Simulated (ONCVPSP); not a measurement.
# Cutoff test, caesium, ONCV

| Property | Result |
| --- | --- |
| Element | caesium (Cs) |
| Generator | ONCVPSP 4.0.1 |
| Type | optimised norm-conserving Vanderbilt (ONCV) |
| Functional | PBEsol |
| Relativity | scalar-relativistic |
| Frozen core | [Kr] 4d10 |
| Valence charge | 9 |
| Reference configuration | 5s2 5p6 5d0.5 6s0.5 |
| Partial waves | 5s+6s: rc 2.70 bohr, ncon 4, nbas 7, qcut 5.7 1/bohr, 3 projectors, debl 1.1 Ha; 5p: rc 3.15 bohr, ncon 3, nbas 6, qcut 5.2 1/bohr, 2 projectors, debl 1.3 Ha; 5d: rc 3.80 bohr, ncon 5, nbas 9, qcut 2.9 1/bohr, 3 projectors, debl 0.9 Ha |
| Local potential | polynomial inside 2.25 bohr (lpopt 5, dvloc0 -1 Ha) |
| Core correction | none |

For each optimised wave give the share of its norm inside rc, the residual kinetic energy above qcut (Ha) and the cutoffs (Ha) for errors of 10, 1, 0.1 and 0.01 mHa per electron.

```csv
wave,norm inside rc,residual KE,10 mHa,1 mHa,0.1 mHa,0.01 mHa
5s,0.934,3.4e-08,6.4,8.8,10.9,12.6
6s,0.040,5.2e-09,3.4,7.1,9.6,11.7
s projector 3,0.206,1.7e-07,7.3,10.0,12.0,13.6
5p,0.912,1.1e-08,2.8,3.8,5.7,8.5
p projector 2,0.219,9.9e-09,3.0,4.4,8.5,10.3
5d,0.257,7.0e-05,1.9,3.1,4.1,11.8
d projector 2,0.262,2.5e-03,3.4,4.8,9.8,22.3
d projector 3,0.257,8.3e-03,4.2,5.8,12.9,29.7
```

The occupied waves need 8.8 Ha and 11 Ha for 1 and 0.1 mHa.
